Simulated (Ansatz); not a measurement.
Basis-set extrapolation for CH$_{5}$AlFNO (PBE0-D4/def2-TZVP geometry, frozen core, the Gaussian-basis code of Ansatz). Multiplicity 1, RHF reference.

```csv
,def2-TZVPP,def2-QZVPP
HF,-511.695167,-511.715761
MP2 correlation,-0.939121,-1.015284
CCSD(T) correlation,-1.000019,not run
```

Energies in hartree. Use E(X) = E(∞) + A·exp(−7.88·√X) for Hartree–Fock and E(X) = E(∞) + B·X^(−2.97) for correlation, with X = 3 and 4, and add CCSD(T) minus MP2 of the smaller set to the MP2 limit.

Q: What is the CCSD(T) energy at the basis-set limit?

A: HF limit: -511.715761 + (-0.020594) × 0.13774 = -511.71860. MP2 limit: -1.015284 + (-0.076163) × 0.74074 = -1.07170. Higher-order term: -1.000019 − (-0.939121) = -0.06090. Total: -512.85120 hartree, 97.9 kcal/mol below CCSD(T)/def2-TZVPP.
